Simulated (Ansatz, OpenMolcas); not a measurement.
## InSi2H7 (SMILES [SiH3][SiH2][InH2]): the vertical ionisation energy, rung by rung

InSi2H7 has 10 atoms, charge 0, and is taken as a singlet. SMILES: `[SiH3][SiH2][InH2]`. Geometry: relaxed at PBE0-D4/def2-TZVP.

Quantity: the vertical ionisation energy (to the doublet cation), in eV. The values are calculated.

```tsv
level	kind	program	value (eV)	CPU time (all runs)
HF/def2-SVP (core potential)	Hartree–Fock	OpenMolcas	8.57	36 s
SVWN5/def2-SVP (core potential)	LDA	Ansatz	9.03	16 s
revPBE/def2-SVP (core potential)	GGA	Ansatz	8.84	28 s
r2SCAN/def2-SVP (core potential)	meta-GGA	Ansatz	9.01	61 s
M06-2X/def2-SVP (core potential)	hybrid meta-GGA	OpenMolcas	9.13	3.2 min
HSE06/def2-SVP (core potential)	range-separated hybrid	Ansatz	9.08	41 s
RPA@PBE/def2-SVP (core potential)	RPA	Ansatz	9.04	55 s
RPA@PBE0/def2-SVP (core potential)	RPA	Ansatz	9.07	64 s
MP2/def2-SVP (core potential)	perturbation theory	Ansatz	9.10	13 s
```

Spin-orbit coupling, which can split open shells on such heavy atoms by tenths of an eV, is left out. The values span 8.57 to 9.13 eV. In the correlated wave-function rows the outer d shell of In is correlated, in sets not made for it. CPU times are rough (shared hosts, several kinds of processor and program).
